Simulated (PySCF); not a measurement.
## Two-component Hartree-Fock for Nb³⁺ (niobium, charge +3)

Start: [Kr] 4d2; 4d3/2 filled at m_j = +1/2, +3/2. Calculated with PySCF 2.14 in x2c-TZVPPall-2c (8s9p7d2f1g, 93 functions): generalised Hartree-Fock with the X2C-1e Hamiltonian and a Gaussian nucleus; one run each with spin-orbit coupling (SO) switched off, then screened by Boettger's factors.

```json
{"spinor shell": "1s1/2", "electrons": "2", "ε, spin-free (eV)": "-19119.1", "ε, screened SO (eV)": "-19118.0", "weight of nominal j (screened SO)": "1.000", "rms radius, screened SO (bohr)": "0.0415"}
{"spinor shell": "2s1/2", "electrons": "2", "ε, spin-free (eV)": "-2775.4", "ε, screened SO (eV)": "-2775.1", "weight of nominal j (screened SO)": "1.000", "rms radius, screened SO (bohr)": "0.171"}
{"spinor shell": "2p1/2", "electrons": "2", "ε, spin-free (eV)": "-2475.3", "ε, screened SO (eV)": "-2541.4", "weight of nominal j (screened SO)": "1.000", "rms radius, screened SO (bohr)": "0.149"}
{"spinor shell": "2p3/2", "electrons": "4", "ε, spin-free (eV)": "-2475.3", "ε, screened SO (eV)": "-2444.1", "weight of nominal j (screened SO)": "1.000", "rms radius, screened SO (bohr)": "0.154"}
{"spinor shell": "3s1/2", "electrons": "2", "ε, spin-free (eV)": "-521.30", "ε, screened SO (eV)": "-521.18", "weight of nominal j (screened SO)": "1.000", "rms radius, screened SO (bohr)": "0.471"}
{"spinor shell": "3p1/2", "electrons": "2", "ε, spin-free (eV)": "-420.42", "ε, screened SO (eV)": "-431.58", "weight of nominal j (screened SO)": "1.000", "rms radius, screened SO (bohr)": "0.471"}
{"spinor shell": "3d3/2", "electrons": "4", "ε, spin-free (eV)": "-255.40", "ε, screened SO (eV)": "-257.36", "weight of nominal j (screened SO)": "0.991", "rms radius, screened SO (bohr)": "0.471"}
{"spinor shell": "3d5/2", "electrons": "6", "ε, spin-free (eV)": "-255.40", "ε, screened SO (eV)": "-253.93", "weight of nominal j (screened SO)": "0.994", "rms radius, screened SO (bohr)": "0.475"}
{"spinor shell": "4s1/2", "electrons": "2", "ε, spin-free (eV)": "-103.33", "ε, screened SO (eV)": "-103.28", "weight of nominal j (screened SO)": "1.000", "rms radius, screened SO (bohr)": "1.23"}
{"spinor shell": "4p1/2", "electrons": "2", "ε, spin-free (eV)": "-73.481", "ε, screened SO (eV)": "-77.018", "weight of nominal j (screened SO)": "0.779", "rms radius, screened SO (bohr)": "1.36"}
{"spinor shell": "4p3/2", "electrons": "4", "ε, spin-free (eV)": "-73.481", "ε, screened SO (eV)": "-71.698", "weight of nominal j (screened SO)": "0.889", "rms radius, screened SO (bohr)": "1.37"}
{"spinor shell": "4d3/2", "electrons": "2", "ε, spin-free (eV)": "-37.337", "ε, screened SO (eV)": "-37.387", "weight of nominal j (screened SO)": "0.806", "rms radius, screened SO (bohr)": "1.84"}
```

Question: Where does 3p3/2 lie, and what is the 3p spin-orbit splitting (screened SO)?

Answer: At -415.06 eV, 16.519 eV above 3p1/2.

```csv
quantity,spin-free,screened SO
E (hartree),-3815.43314,-3815.84531
M_J,2,2
⟨J²⟩,8.009,7.235
⟨L²⟩,12.008,11.912
⟨S²⟩,2.001,1.970
```

The determinant has a definite M_J but mixes levels of different J.

Each row is a mean over spinors that exchange with the open shell spreads, by up to 3.439 eV (4p1/2).

Rows whose weight is well below 1 are mixtures of j = l ± 1/2: exchange outweighs spin-orbit coupling there, and the label is only the starting occupation.

Breit and QED terms are absent; they matter most for the inner s and p1/2 levels.

Densities and radii are taken from the X2C orbitals without a picture-change correction, which distorts them close to the nucleus.

Without spin-orbit coupling the j labels of p, d and f shells carry no meaning; the spin-free column gives the mean over the occupied spinors of each nl shell, and its ⟨J²⟩ belongs to a mixture of degenerate components.
